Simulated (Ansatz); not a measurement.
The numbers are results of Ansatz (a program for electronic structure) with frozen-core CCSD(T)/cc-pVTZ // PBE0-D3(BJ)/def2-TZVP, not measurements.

Ansatz 0.2 input:
```yaml
crystal:
  periodic: [false, false, false]
  atoms:
    - { symbol: Si, position_ang: [1.549236, -0.886037, 0.591585] }
    - { symbol: C, position_ang: [0.146763, -0.083989, 0.056012] }
    - { symbol: Si, position_ang: [-1.445628, -1.007776, -0.050494] }
    - { symbol: Si, position_ang: [0.239146, 1.697729, -0.410165] }
    - { symbol: H, position_ang: [2.867795, -0.221865, 0.707158] }
    - { symbol: H, position_ang: [1.56542, -2.313548, 0.985335] }
    - { symbol: H, position_ang: [-1.972005, -1.007418, -1.443623] }
    - { symbol: H, position_ang: [-1.256621, -2.420851, 0.381439] }
    - { symbol: H, position_ang: [-2.484108, -0.385143, 0.816534] }
    - { symbol: H, position_ang: [-0.67522, 2.518771, 0.431085] }
    - { symbol: H, position_ang: [1.62713, 2.209443, -0.234896] }
    - { symbol: H, position_ang: [-0.161905, 1.900685, -1.82997] }
basis:
  gaussian: { orbitals: cc-pVTZ }
correlation:
  method: ccsd_t
```

Output:

```
Functional definition: HF
1391 factors; integrals over basis functions are off by at most 1.2e-3 eV
mean field evaluation 1: about -24740.1713 eV, gradient 3.3e1 eV
mean field evaluation 2: about -24740.4499 eV, gradient 3.3e1 eV
mean field evaluation 4: about -24743.9795 eV, gradient 4.8e0 eV
mean field evaluation 8: about -24744.0815 eV, gradient 2.3e-1 eV
mean field evaluation 16: about -24740.1714 eV, gradient 3.3e1 eV
mean field -24744.08206955 eV, -909.3282439147 hartree, gradient 5.6e-6 eV, S^2 0.000000; 0 other end points of the search recorded, 0 dependent functions left out
16 core orbitals not correlated
reference -24744.08206955 eV, -909.3282439147 hartree; 12, 12 occupied and 216, 216 virtual orbitals, 1391 factors
second order -14.78405835 eV of doubles, -0.00000000 eV of singles
cycle   1  -15.82338814 eV  change    -1.0e0 eV  update   1.0e-1
cycle   2  -16.38924577 eV  change   -5.7e-1 eV  update   3.4e-2
cycle   3  -16.48388580 eV  change   -9.5e-2 eV  update   1.6e-2
cycle   4  -16.47590938 eV  change    8.0e-3 eV  update   4.8e-3
cycle   5  -16.47560917 eV  change    3.0e-4 eV  update   2.4e-3
cycle   6  -16.47550922 eV  change    1.0e-4 eV  update   8.4e-4
cycle   7  -16.47566396 eV  change   -1.5e-4 eV  update   3.4e-4
cycle   8  -16.47580699 eV  change   -1.4e-4 eV  update   1.2e-4
cycle   9  -16.47580442 eV  change    2.6e-6 eV  update   3.2e-5
cycle  10  -16.47578864 eV  change    1.6e-5 eV  update   1.0e-5
perturbative correction -0.69804238 eV, -0.0256525842 hartree
Total energy: -24761.25590056 eV, -909.9593705636 hartree
```

Cost: about 6 core-minutes (a rough figure).
